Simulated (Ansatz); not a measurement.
Input (CCSDTQ/def2-SVP; Ansatz, an electronic-structure program):

Ansatz 0.2 input:
```yaml
crystal:
  periodic: [false, false, false]
  atoms:
    - {symbol: In, position_ang: [-0.00000000, -0.00000000, -0.60420182]}
    - {symbol: Cl, position_ang: [0.00000000, 0.00000000, 1.74152289]}
basis:
  gaussian:
    orbitals: def2-SVP
total_charge: 1
magnetization: {spin_polarized: true, initial_magnetization: 1}
correlation: {method: ccsdtq, electrons: outside_noble_gas}
```

Output:

```
Functional definition: HF
integrals: 0.04 GiB planned
863 factors; integrals over basis functions are off by at most 1.3e-7 eV
mean field: 0.18 GiB planned
mean field evaluation 1: about -17638.3113 eV, gradient 2.2e1 eV
mean field evaluation 2: about -17638.3561 eV, gradient 2.2e1 eV
mean field evaluation 4: about -17642.0617 eV, gradient 2.0e0 eV
mean field evaluation 8: about -17642.1672 eV, gradient 7.3e-3 eV
mean field evaluation 16: about -17642.0402 eV, gradient 1.9e0 eV
mean field evaluation 32: about -17640.8117 eV, gradient 8.2e-1 eV
mean field evaluation 64: about -17640.5351 eV, gradient 5.4e0 eV
mean field evaluation 96: about -17640.7447 eV, gradient 1.1e-1 eV
mean field evaluation 128: about -17637.7465 eV, gradient 1.8e-1 eV
mean field evaluation 160: about -17637.4941 eV, gradient 3.8e0 eV
mean field evaluation 192: about -17636.3767 eV, gradient 3.1e-4 eV
mean field evaluation 224: about -17635.9434 eV, gradient 2.9e-1 eV
mean field evaluation 256: about -17636.2074 eV, gradient 1.3e-1 eV
mean field evaluation 288: about -17642.1640 eV, gradient 2.2e-1 eV
mean field -17642.16723186 eV, -648.3376874805 hartree, gradient 2.3e-6 eV, S^2 0.779997; 5 other end points of the search recorded, 0 dependent functions left out
determinant -17642.16723186 eV, -648.3376874805 hartree, with singles and doubles -17646.77192418 eV, -648.5069068021 hartree
determinant -17640.74488463 eV, -648.2854171839 hartree, with singles and doubles -17645.27162054 eV, -648.4517716603 hartree
14 core orbitals not correlated
reference -17642.16723186 eV, -648.3376874805 hartree; 5, 4 occupied and 25, 26 virtual orbitals, 863 factors
second order -4.12711009 eV of doubles, -0.00000000 eV of singles
coupled cluster: 0.90 GiB planned
cycle   1  -4.44303213 eV  change   -3.2e-1 eV  update   6.9e-2
cycle   2  -4.62815462 eV  change   -1.9e-1 eV  update   3.8e-2
cycle   3  -4.77032051 eV  change   -1.4e-1 eV  update   2.7e-2
cycle   4  -4.76389327 eV  change    6.4e-3 eV  update   1.0e-2
cycle   5  -4.76402274 eV  change   -1.3e-4 eV  update   6.8e-3
cycle   6  -4.76707906 eV  change   -3.1e-3 eV  update   4.8e-3
cycle   7  -4.76774224 eV  change   -6.6e-4 eV  update   1.8e-3
cycle   8  -4.76771060 eV  change    3.2e-5 eV  update   1.4e-3
cycle   9  -4.76780312 eV  change   -9.3e-5 eV  update   9.7e-4
cycle  10  -4.76783674 eV  change   -3.4e-5 eV  update   3.3e-4
cycle  11  -4.76781673 eV  change    2.0e-5 eV  update   2.7e-4
cycle  12  -4.76784420 eV  change   -2.7e-5 eV  update   1.3e-4
cycle  13  -4.76782448 eV  change    2.0e-5 eV  update   4.8e-5
cycle  14  -4.76782646 eV  change   -2.0e-6 eV  update   4.7e-5
cycle  15  -4.76783345 eV  change   -7.0e-6 eV  update   3.3e-5
cycle  16  -4.76783633 eV  change   -2.9e-6 eV  update   9.5e-6
cycle  17  -4.76783800 eV  change   -1.7e-6 eV  update   4.5e-6
cycle  18  -4.76783912 eV  change   -1.1e-6 eV  update   5.7e-6
cycle  19  -4.76783964 eV  change   -5.3e-7 eV  update   1.5e-6
cycle  20  -4.76783963 eV  change    8.6e-9 eV  update   1.0e-6
Total energy: -17646.93507150 eV, -648.5129023553 hartree
```
